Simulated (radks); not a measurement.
Values are calculated unless marked as measured or tabulated.
Task: Ionisation of Cl2+, [Ne] 3s2 3p3, to Cl3+, [Ne] 3s2 3p2, under several functionals. Non-relativistic Kohn-Sham, spin-polarised, spherical densities, point nucleus; open shells are filled with parallel spins first; a radial shooting solver on a logarithmic mesh with Libxc functionals. Known Delta-SCF values: RPBE 39.652 eV; revTPSS 39.810 eV; LDA (Slater exchange, Perdew-Zunger correlation) 39.534 eV. What does PBEsol give, and what is its highest occupied eigenvalue?

Result: 39.571 eV by Delta-SCF; the 3p eigenvalue is -33.019 eV. NIST: 39.8 eV (semi-empirical).
